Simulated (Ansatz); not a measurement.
A run for Ansatz (a quantum-chemistry and plane-wave program): R-MP2/def2-TZVPPD on F4Sn (SMILES [F][Sn]([F])([F])[F]), atoms moved off the minimum. Elements past Kr take the def2 small-core potentials; no spin–orbit coupling. Files ending in .json are basis or fitting sets from the Basis Set Exchange. The run froze 13 orbitals, filled d shells among them.

Ansatz 0.2 input:
```yaml
crystal:
  periodic: [false, false, false]
  atoms:
    - {symbol: F, position_ang: [-0.96271468, -1.63720568, -0.73211951]}
    - {symbol: Sn, position_ang: [0.07626404, 0.07137790, 0.01393156]}
    - {symbol: F, position_ang: [-1.13655181, 1.51751069, 0.04421678]}
    - {symbol: F, position_ang: [0.55108148, -0.33605821, 1.75519034]}
    - {symbol: F, position_ang: [1.50810700, 0.33750512, -1.10338898]}
basis:
  gaussian:
    orbitals: def2-TZVPPD.json
magnetization: {spin_polarized: false}
correlation: {method: mp2, electrons: outside_noble_gas}
scf: {lower_state_search: off}
output: {forces: true}
```

The log:

```
WARN ansatz: RAYON_NUM_THREADS=4 ignored (pool sized by the plan → 4); use --threads N
Functional definition: HF
these checks for a lower state are left out or cut short: starts, cluster_reference, orbital_swaps, neighbouring_geometries, increment
integrals: 0.41 GiB planned
1541 factors; integrals over basis functions are off by at most 4.0e-4 eV
mean field: 0.92 GiB planned
mean field evaluation 1: about -16631.5092 eV, gradient 5.6e1 eV
mean field evaluation 2: about -16631.5945 eV, gradient 5.6e1 eV
mean field evaluation 4: about -16636.3665 eV, gradient 2.3e0 eV
mean field evaluation 8: about -16636.3991 eV, gradient 4.0e-1 eV
mean field -16636.39955568 eV, -611.3764071147 hartree, gradient 4.7e-6 eV, S^2 0.000000; 0 other end points of the search recorded, 0 dependent functions left out
13 core orbitals not correlated, not the lowest: weight in the atoms' cores, before any rotation towards them, 0.779 or more for the frozen orbitals, at most 0.167 for the correlated occupied ones
reference -16636.39955568 eV, -611.3764071147 hartree; 16, 16 occupied and 187, 187 virtual orbitals, 1541 factors
densities: 0.86 GiB planned
second order -30.88534057 eV of doubles, -0.00000000 eV of singles
the calculation of the forces begins
mean field evaluation 16: about -16636.2287 eV, gradient 1.7e0 eV
Total energy: -16667.28489625 eV, -612.5114224458 hartree
Atom 0 at    -0.962715    -1.637206    -0.732120 Å, force     1.767188     2.942569     1.248054 eV/Å
Atom 1 at     0.076264     0.071378     0.013932 Å, force    -3.483183    -3.089653    -1.284041 eV/Å
Atom 2 at    -1.136552     1.517511     0.044217 Å, force     0.143957    -0.015513    -0.066720 eV/Å
Atom 3 at     0.551081    -0.336058     1.755190 Å, force     0.385988    -0.159669     0.938766 eV/Å
Atom 4 at     1.508107     0.337505    -1.103389 Å, force     1.186050     0.322266    -0.836059 eV/Å
Dipole moment:     0.237652     0.277764     0.081129 e Å
Checks for a lower state left out: starts, cluster_reference, orbital_swaps, neighbouring_geometries, increment
```

The calculation finished and met its thresholds.

Cost: very roughly 20 core-seconds.
